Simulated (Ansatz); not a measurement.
**Four-centre ligand exchange**

Start structure (CH₈GeS, singlet), relaxed at PBE0-D4/def2-TZVP:

```
11
angstrom
Ge -0.1001 -0.3163 0.1799
H 0.5158 0.9629 0.7787
H 0.1988 -0.3312 -1.3311
H -1.6223 -0.2762 0.3853
C 0.6736 -1.8940 1.0336
H -0.3998 3.1701 -0.6483
S -1.2813 3.0403 -1.6511
H 0.2447 -2.8023 0.6085
H 0.4707 -1.8818 2.1051
H 1.7537 -1.9153 0.8835
H -0.4539 2.2438 -2.3441
```

The step: CH₆Ge ([CH3][GeH3]) + H₂S → CH₆GeS ([CH3][GeH2][SH]) + H₂; bonds formed: Ge1–S7, H2–H6; bonds broken: Ge1–H2, H6–S7. Program: Ansatz 0.2.0. Basis: def2-TZVPP and def2-QZVPP. Cores are frozen in the correlated methods. Filled d shells of the heavier atoms are correlated. The def2 sets are not built for correlating such inner shells, so the correlated values are less sure here. Extrapolation: Hartree–Fock as exp(−7.88 √X), correlation as X^−2.97. Energies below are by CCSD(T) at an estimated basis limit (MP2 extrapolated from triple and quadruple zeta, plus CCSD(T) − MP2 in triple zeta).

Task: What are the electronic barrier and the energy of the step, from the start structure to the end structure? (An estimate is asked for; the value comes from the calculation.)

Result: The calculation gives: Barrier 2.400 eV; step energy -0.283 eV (downhill); reverse barrier, their difference, 2.683 eV. Barrier and step energy count from the start structure, the reverse barrier from the end structure.

The saddle point: One imaginary mode of 1343i cm⁻¹.
```tsv
pair	start (Å)	saddle (Å)	end (Å)
Ge1–S7	4.00	2.68	2.23
H2–H6	2.78	0.98	0.75
Ge1–H2	1.54	1.85	4.48
H6–S7	1.34	1.68	3.15
```

Zero-point energy (harmonic, PBE0-D4): ZPE is 2.049 eV at the start and 2.002 eV at the saddle, so the barrier goes from 2.400 to 2.353 eV.

The T1 diagnostic stays at or below 0.014.

Labels in which every atom is bracketed show which atoms are joined, not bond orders.

For scale, one of the runs: CCSD(T)/def2-TZVPP, 233 basis functions, launched by `ansatz run in.yaml --threads 4 --pin off --events-out ev --progress --plain --max-ram 9574MiB`. Hardware: 4 CPU threads of an Arm Neoverse V2, shared host. Wall time 82 s; peak host memory 4 GiB.
